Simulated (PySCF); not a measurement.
# One molecule, several mistakes: BCH7NSi

All numbers below are calculated, not measured. They come from PySCF 2.14.0, an open-source quantum chemistry program, on an isolated molecule that a program drew, which may never have been made. The molecule is BCH7NSi (charge 0, doublet), drawn as the SMILES string `C[SiH]BN`.

Each row is a Hartree-Fock (HF) and frozen-core CCSD(T) single point in the cc-pV(D+d)Z basis, meant for a local HF minimum. Run 1 is clean. Each other run has one planted mistake out of seven kinds, and not every kind appears here: one electron removed, one electron added, multiplicity raised by two, geometry at a saddle point, minimal basis STO-3G, one bond length entered in bohr, all coordinates scaled. The reference is restricted for singlets and unrestricted otherwise, and also for a bond in bohr. Adding or removing an electron swaps singlet and doublet. Electrons count all cores. HOMO and LUMO are orbital energies over both spins, the gradient is its largest component, and the lowest frequency (negative if imaginary) is given only where the gradient is small. Bond lengths are over the 10 bonds as drawn. T1 is the CCSD diagnostic: over 0.02 (restricted) or 0.045 (unrestricted) a single reference is doubtful.

Geometry of the clean run:
```xyz
11
BCH7NSi, angstrom
C    -1.1544    1.2200   -2.0069
Si   -0.0203   -0.0926   -1.2360
B     0.9558    0.3994    0.4703
N     1.1456    1.7173    0.8774
H    -2.0236    1.4135   -1.3701
H    -1.5216    0.8929   -2.9829
H    -0.6238    2.1654   -2.1516
H    -0.7341   -1.3956   -1.1672
H     1.4455   -0.4683    1.1464
H     1.6657    1.9592    1.6959
H     0.7828    2.5110    0.3918
```

```
run  electrons  basis functions  <S^2>  HOMO (eV)  LUMO (eV)  gradient (hartree/bohr)  lowest frequency (cm^-1)  mean bond (Å)  longest bond (Å)      T1  HF (hartree)  CCSD(T) (hartree)                          mistake
  1         39              100  0.761      -7.86       1.77                  2.0e-05                        98         1.3288             2.026  0.0150    -410.02576         -410.58432                         no fault
  2         39              100  3.762      -4.44      -1.23                  5.7e-02                         -         1.3288             2.026  0.0250    -409.81844         -410.36518       multiplicity raised by two
  3         39              100  1.472      -8.13       1.17                  3.3e-02                         -         1.4977             3.587  0.0298    -409.92167         -410.45625  one bond length entered in bohr
  4         38              100  0.000     -16.52      -6.00                  6.0e-02                         -         1.3288             2.026  0.0180    -409.77121         -410.32276                                ?
```

**Which mistake was planted in run 4, and what did it cost?**

It counts 38 electrons, one fewer than the clean run, at the same geometry and basis. So the mistake is: one electron removed. Subtracting run 1 and multiplying by 627.51 kcal/mol a hartree, the energy moved by 159.7 kcal/mol in HF and 164.1 kcal/mol in CCSD(T).

